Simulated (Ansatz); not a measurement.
A run of Ansatz (development build ahead of 0.2.0) on doublet Cu at this shape:

A single Cu atom.

Its results:

```
Converged                       : yes
Total energy                    : -1620.27208 hartree
Spin squared of the determinant : 0.750
```

Which input gives this output? Name the method, the orbitals and the basis set, and write the input.

ROHF in STO-3G.

```yaml
crystal:
  periodic: [false, false, false]
  atoms:
    - { symbol: Cu, position_ang: [0.0, 0.0, 0.0] }
basis:
  gaussian: { orbitals: STO-3G }
magnetization:
  initial_magnetization: 1
hamiltonian:
  xc: hf
```

Caution: an unrestricted determinant lies well below.
